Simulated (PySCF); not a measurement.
2-bromo-1,1-difluoroethane (C₂H₃BrF₂), SMILES BrCC(F)F. Geometry optimised at PBE0-D3(BJ)/def2-SVP. The values are those of a single conformer.

Computed equilibrium geometry at PBE0-D3(BJ)/def2-SVP (PySCF confirms it by a frequency run) as Cartesian coordinates in Å (one conformer of several):
```xyz
8

F     -1.7913    -0.4839     0.7237
C     -1.3770     0.4709    -0.1274
F     -2.1503     1.5644     0.0628
C      0.0528     0.8598     0.1628
Br     1.2700    -0.5903    -0.1967
H     -1.5203     0.1098    -1.1608
H      0.1463     1.1348     1.2216
H      0.3427     1.7083    -0.4685
```
